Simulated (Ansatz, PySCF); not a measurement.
Gas-phase reaction (SMILES): OB(O)O[Si](O)(O)O + 2 B (BH3) + O (H2O) + 3 [SiH4] (SiH4) -> 3 BO (H3BO) + 4 O[SiH3] [hydroxysilane]; bond separation energy.

Each molecule is optimised on its own at B3LYP-D3(BJ)/def2-TZVP (Ansatz, an electronic-structure program), one conformer each, not searched for the lowest. Correlated levels leave the core frozen unless marked. No spin-orbit coupling. No relativistic terms. Basis-set limits of correlation are two-point, X^-3; Hartree-Fock from the larger set. Thermal terms are rigid-rotor harmonic-oscillator values from B3LYP-D3(BJ) frequencies (Ansatz or PySCF) at 298.15 K and 1 atm. 1 Eh = 627.5095 kcal/mol.

| species | E, CCSD(T)/CBS(cc-pV(T+d)Z,cc-pV(Q+d)Z) (Ansatz) (Eh) | E, wB97M-V/def2-TZVPD (Ansatz) (Eh) | H - E (Eh) |
|---|---|---|---|
| OB(O)O[Si](O)(O)O | -768.30152 | -769.16791 | 0.09418 |
| B (BH3) | -26.54901 | -26.58282 | 0.03008 |
| BO (H3BO) | -101.79827 | -101.90521 | 0.03929 |
| O (H2O) | -76.37426 | -76.43347 | 0.02495 |
| O[SiH3] | -366.68281 | -367.14149 | 0.04319 |
| [SiH4] (SiH4) | -291.45815 | -291.84546 | 0.03520 |

Problem. Work out ΔE and ΔH at 298.15 K at the first level, then ΔH at the second.

Solution. 
1. ΔE = [3×(-101.79827) + 4×(-366.68281)] - [(-768.30152) + 2×(-26.54901) + (-76.37426) + 3×(-291.45815)] = 0.02220 Eh = 13.9 kcal/mol at CCSD(T)/CBS(cc-pV(T+d)Z,cc-pV(Q+d)Z).
2. The terms H - E add up to 0.00574 Eh, so ΔH = (0.02220 + (0.00574))×627.5095 = 17.5 kcal/mol.
3. At wB97M-V/def2-TZVPD the same steps give ΔE = 13.7 and ΔH = 17.3 kcal/mol, a shift of -0.2 from the first level.
4. These values are not checked against measurement here, since the tables used lack a sound gas-phase enthalpy of formation for at least one species.
